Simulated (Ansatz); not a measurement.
Start from `C[Si](C)(C)C[Si](C)(F)F` and change one atom or group to get `C[Si](C)(C)C`.

Ansatz, PBE0-D4/def2-TZVP geometries, multiplicity 1. Each molecule was computed in one conformer, which needn't be the lowest.

```json
{"property": "HOMO–LUMO gap (B3LYP/def2-TZVPP) / eV", "`C[Si](C)(C)C[Si](C)(F)F`": "8.37"}
{"property": "HOMO energy (B3LYP/def2-TZVPP) / eV", "`C[Si](C)(C)C[Si](C)(F)F`": "-7.98"}
{"property": "HOMO–LUMO gap (PBE0/def2-TZVPP) / eV", "`C[Si](C)(C)C[Si](C)(F)F`": "8.90"}
{"property": "size of the dipole moment (PBE/def2-TZVPP) / D", "`C[Si](C)(C)C[Si](C)(F)F`": "2.10"}
{"property": "LUMO energy (ωB97M-V/def2-TZVPP) / eV", "`C[Si](C)(C)C[Si](C)(F)F`": "2.07"}
{"property": "LUMO energy (PBE/def2-TZVPP) / eV", "`C[Si](C)(C)C[Si](C)(F)F`": "-0.06"}
```

**Question.** What does the change do to each property? (Estimate.)

**Answer.** The calculation gave: 
```
                                      property  `C[Si](C)(C)C`  shift
         HOMO–LUMO gap (B3LYP/def2-TZVPP) / eV            8.65   0.28
           HOMO energy (B3LYP/def2-TZVPP) / eV           -8.11  -0.13
          HOMO–LUMO gap (PBE0/def2-TZVPP) / eV            9.19   0.29
size of the dipole moment (PBE/def2-TZVPP) / D            0.00  -2.10
         LUMO energy (ωB97M-V/def2-TZVPP) / eV            2.22   0.15
             LUMO energy (PBE/def2-TZVPP) / eV            0.13   0.19
```

With PBE0 the HOMO falls by 0.13 eV and the LUMO rises by 0.17 eV, so the gap widens by about 0.30 eV. PBE moves the HOMO by -0.11 eV and ωB97M-V by -0.19 eV.

B3LYP here is the variant with VWN-RPA as its local correlation; programs differ in this.
